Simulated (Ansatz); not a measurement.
C7H6 (SMILES [CH]c1ccccc1): geometry of the low-spin state from B3LYP-D3(BJ)/def2-TZVP.
(charge 0, multiplicity 1):
```xyz
13

C      2.45108    -0.30336    -0.17035
C      1.03653    -0.09983    -0.07102
C      0.20399    -1.24327    -0.05774
C     -1.17095    -1.12663     0.03591
C     -1.74681     0.13957     0.11866
C     -0.95773     1.29037     0.10847
C      0.41575     1.17092     0.01482
H      2.92378     0.69796    -0.16530
H      0.68796    -2.20855    -0.12375
H     -1.79921    -2.00749     0.04529
H     -2.82340     0.23305     0.19206
H     -1.42375     2.26495     0.17365
H      1.04339     2.05346     0.00554
```

Run with Ansatz (a program for electronic structure). Values without a source in brackets are computed.

Broken-symmetry (BS) and triplet (T) solutions at this geometry:

```
level               E(BS) (hartree)  ⟨S²⟩ BS  E(T) (hartree)  ⟨S²⟩ T
------------------  ---------------  -------  --------------  ------
U-PBE/def2-TZVPP        -269.959204    0.516     -269.951153   2.017
U-B3LYP/def2-TZVPP      -270.326752    0.410     -270.315399   2.032
U-PBE0/def2-TZVPP       -269.986245    0.515     -269.981242   2.046
```

Task: Give the raw gap E(BS) − E(T) and the gap after approximate spin projection, (E_BS − E_T)⟨S²⟩_T/(⟨S²⟩_T − ⟨S²⟩_BS).

Result: 
- U-PBE/def2-TZVPP: raw -5.1, projected -6.8 kcal/mol
- U-B3LYP/def2-TZVPP: raw -7.1, projected -8.9 kcal/mol
- U-PBE0/def2-TZVPP: raw -3.1, projected -4.2 kcal/mol
The rule takes the triplet as the only contaminant. For comparison FIC-MRCISD+Q on SA-CASSCF(8,8)/cc-pVDZ gives -1.6 kcal/mol at this geometry.
